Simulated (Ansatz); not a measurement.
`N#C[SiH]1CS1` + PH₃ → `P[SiH]1CS1` + `C#N`  (ligand exchange at the Si–C bond)

Isolated molecules relaxed with PBE0-D4/def2-TZVP in Ansatz; ΔE leaves out vibrations. CBS: MP2 limit from def2 TZ/QZ plus the TZ coupled-cluster correction, frozen cores. This one scheme is used for every species. DFT in def2-TZVPP. B3LYP here is the variant with VWN-RPA as its local correlation; programs differ in this. Each species was taken in one conformer, which may not be the lowest.

CCSD(T)/CBS gives +6.7 kJ/mol.

Task: Another level gave +5.9 kJ/mol. Which?
A. PBE-D4/def2-TZVPP
B. SCS-MP2/def2-TZVPP
C. PBE-QIDH/def2-TZVPP
D. B3LYP-D4/def2-TZVPP

Result: C. PBE-QIDH 5.9, B3LYP-D4 10.1, SCS-MP2/def2-TZVPP 14.9, PBE-D4 1.2 kJ/mol.

Largest T1 diagnostic among the species: 0.014.

In def2-TZVPP, CCSD(T) changes the Hartree–Fock value by −10.5 kJ/mol (the triples alone add −1.6 kJ/mol) and MP2 by −10.8 kJ/mol. The D4 term adds −4.9 kJ/mol with B3LYP and −2.6 kJ/mol with PBE0; it sums over pairs of atoms, weighted by their polarisabilities, and B3LYP, whose exchange is more repulsive, gets the larger term. Leaving LDA and LC-ωPBE aside and taking each functional with its dispersion term where it has one, the values, not all of them listed here, spread over 12.7 kJ/mol, from revPBE-D4 to B2PLYP.
